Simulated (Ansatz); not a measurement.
Geometry optimisation, UKS PBE-D4/def2-SVP in Ansatz.

input.yaml

```yaml
crystal:
  periodic: [false, false, false]
  atoms:
    - { symbol: Si, position_ang: [0.024095, 0.040931, -0.095931] }
    - { symbol: F, position_ang: [0.012363, 0.020907, 1.509362] }
    - { symbol: Cl, position_ang: [1.948083, 0.001191, -0.752505] }
    - { symbol: Cl, position_ang: [-0.972242, 1.687206, -0.752711] }
    - { symbol: F, position_ang: [-0.744433, -1.290126, -0.584449] }
    - { symbol: F, position_ang: [-0.011366, -0.019409, 3.848133] }
magnetization:
  spin_polarized: true
  initial_magnetization: 1
basis:
  gaussian: { orbitals: def2-SVP }
hamiltonian:
  xc: pbe
  dispersion: d4
relax:
  f_tol: 0.03
  max_steps: 50
output:
  orbitals: {}
```

Run as:

```bash
$ ansatz run input.yaml --threads 4 --pin off --max-ram 5120MiB --backend cpu --events-out ev --progress --plain --runs-dir out
```

Where does it end, and by what steps?

The run converged. The force dipped under the threshold on the way, but the program's further checks kept it going. After 34 steps the energy has fallen by 2.115 eV; F6 moved furthest, 2.13 Å. Parted: Si1–Cl3 (2.03 → 3.19 Å). Joined: Si1–F6 (3.94 → 1.61 Å).

```
step  energy less start (eV)  largest force component (eV/Å)  accepted
   0                  0.0000                           0.499       yes
   2                 -0.0046                           0.032       yes
   4                 -0.0079                           0.053       yes
   6                 -0.0217                           0.438       yes
   8                 -0.0747                           0.382       yes
  10                 -0.1182                           0.129       yes
  12                 -0.1237                           0.042       yes
  14                 -0.1252                           0.019       yes
  16                 -0.1396                           0.196       yes
  18                 -0.1779                           0.232       yes
  20                 -0.2050                           0.213       yes
  22                 -0.2177                           0.167       yes
  24                 -0.6966                           2.749       yes
  26                 -1.6346                           1.813       yes
  28                 -1.9807                           0.328       yes
  30                 -2.0743                           0.221       yes
  32                 -2.1136                           0.102       yes
  34                 -2.1150                           0.003       yes
```

```xyz
6
Properties=species:S:1:pos:R:3
Si -0.202 -0.059 1.003
F 1.219 0.293 1.652
Cl 1.537 0.380 -1.633
Cl -0.758 1.347 -0.403
F -0.225 -1.539 0.392
F -1.314 0.020 2.162
```

Whether the end is a true minimum wasn't checked by a vibrational analysis.

The run took 81 s on 4 threads of Arm Neoverse V1, with other jobs on the host, peak memory 0.22 GiB.
